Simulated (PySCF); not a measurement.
Vertical excitations of a molecule CH₆ClFSi₂ from TDDFT-PBE/def2-SVPD (PySCF 2.14.0), as energy in eV (oscillator strength): 6.22 (0.015), 6.34 (0.034), 6.69 (0.094), 7.08 (0.018), 7.13 (0.019), 7.14 (0.110), 7.36 (0.011), 7.49 (0.042), 7.55 (0.004), 7.61 (0.028). Lowest triplet (TDA): 5.59 eV. Coordinates come from a B3LYP-D3(BJ)/def2-SVP optimisation. One conformer was computed; it need not be the lowest.

Problem. Which molecule gave these data?
A) F[C@@H]([SiH3])[SiH2]Cl
B) C[SiH2][Si@@H](F)Cl
C) C[Si@@](F)([SiH3])Cl
D) C[Si@H](F)[SiH2]Cl

Solution. C, C[Si@@](F)([SiH3])Cl
